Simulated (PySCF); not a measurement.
# Radial density of Mn⁺ (manganese, charge +1)

TPSSh, [Ar] 3d5 4s1, high-spin 7S determinant. Calculation: PySCF 2.14, in ANO-R3 (8s5p5d3f2g1h, 98 functions); the spin-free X2C one-electron Hamiltonian (Gaussian nucleus).

```tsv
r (bohr)	4πr²ρ (e/bohr)	4πr²(ρα − ρβ)
0.00129	0.2834	0.0001
0.00218	0.7234	0.0003
0.00366	1.795	0.0008
0.00616	4.262	0.0020
0.0104	9.344	0.0042
0.0174	17.90	0.0077
0.0293	27.37	0.0099
0.0493	29.49	0.0045
0.0829	23.46	-0.0002
0.139	28.28	0.0803
0.234	31.06	0.5328
0.394	13.31	2.0934
0.663	14.63	4.1238
1.12	9.125	3.2427
1.88	1.916	1.4323
3.16	0.4450	0.4414
5.31	0.02760	0.0276
8.93	0.0001290	0.0001
```

Densities and radii are taken from the X2C orbitals without a picture-change correction, which distorts them close to the nucleus.
